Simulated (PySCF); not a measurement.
## How good is the calculation?

Geometry:
```json
{"atom": "C1", "x (Å)": "2.212", "y (Å)": "0.030", "z (Å)": "-0.005"}
{"atom": "O2", "x (Å)": "1.072", "y (Å)": "0.846", "z (Å)": "-0.110"}
{"atom": "C3", "x (Å)": "-0.133", "y (Å)": "0.226", "z (Å)": "-0.035"}
{"atom": "C4", "x (Å)": "-1.327", "y (Å)": "0.999", "z (Å)": "-0.115"}
{"atom": "C5", "x (Å)": "-2.442", "y (Å)": "0.239", "z (Å)": "-0.018"}
{"atom": "S6", "x (Å)": "-2.077", "y (Å)": "-1.429", "z (Å)": "0.168"}
{"atom": "C7", "x (Å)": "-0.385", "y (Å)": "-1.105", "z (Å)": "0.116"}
{"atom": "H8", "x (Å)": "2.253", "y (Å)": "-0.703", "z (Å)": "-0.818"}
{"atom": "H9", "x (Å)": "2.237", "y (Å)": "-0.498", "z (Å)": "0.955"}
{"atom": "H10", "x (Å)": "3.069", "y (Å)": "0.698", "z (Å)": "-0.074"}
{"atom": "H11", "x (Å)": "-1.317", "y (Å)": "2.066", "z (Å)": "-0.239"}
{"atom": "H12", "x (Å)": "-3.466", "y (Å)": "0.554", "z (Å)": "-0.044"}
{"atom": "H13", "x (Å)": "0.300", "y (Å)": "-1.923", "z (Å)": "0.200"}
```

How the numbers were obtained: coordinates at the GFN2-xTB level, σ from GIAO-PBE0/pcSseg-1, in PySCF (one conformer, gas phase, one averaged value for each set of equivalent atoms, non-relativistic Hamiltonian).

Reference values: estimated from measurements, as parent shift plus tabulated substituent increment (solution, not stated per compound (mostly CDCl3 or CCl4); Pretsch, Buehlmann, Badertscher, Structure Determination of Organic Compounds, 4th ed. (2009)).
| atoms | quantity | reference | computed | computed, scaled |
| --- | --- | --- | --- | --- |
| H12 | δ ¹H | 7.14 | 7.08 | 6.78 |
| H11 | δ ¹H | 6.73 | 6.89 | 6.60 |
| H13 | δ ¹H | 6.21 | 5.79 | 5.57 |

Computed shifts are σ(ref) − σ with the named reference compound (TMS for H and C) calculated as an isolated molecule at the same level. The measured values may be among those fitted. Expected solution values come from regression of measured δ (H and C: mostly CDCl3, vs TMS) on computed σ: ¹H: δ = 30.01 − 0.943σ (rms 0.16 ppm, 131 shifts, 0.17 ppm with the 2 outliers that the fit left out). Occasional misses reach two or three times the rms, and more in compound classes unlike the fitted ones.

Problem. How far are the unscaled ¹H shifts from the references?

Solution. Mean signed difference -0.11 ppm, mean absolute 0.21 ppm over 3 comparisons; the largest is -0.42 ppm at H13 (hydrogen on an aromatic CH next to the ring sulfur).
